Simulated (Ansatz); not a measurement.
Reactions of CH5BOS (`CB(O)S`).

Program: Ansatz. Geometries: PBE0-D4/def2-TZVP. ΔE: electronic, gas phase. CCSD(T)/CBS is the MP2 limit (def2-TZVPP, def2-QZVPP) plus CCSD(T) − MP2 in def2-TZVPP, frozen cores. This one scheme is used for every species, atoms too. No spin–orbit coupling; open shells (•) take unrestricted orbitals. Spin–orbit coupling would lower the free atoms: a little for B, C, O, S. One conformer a species, not always the lowest.

Question: Order these by ΔE at CCSD(T)/CBS, lowest first. (Best estimate.)
A. `CB(O)S` → B• + C• + 5 H• + O• + S•
B. `CB(O)S` → `O[B]S`• + `[CH3]`•
C. `CB(O)S` + H₂S → `CB(S)S` + H₂O
D. `CB(O)S` → `BSCO`

Answer: C (+44.1 kJ/mol), D (+256.1 kJ/mol), B (+454.3 kJ/mol), A (+3463.8 kJ/mol).

Largest T1 diagnostic: 0.016, for `O[B]S`•.
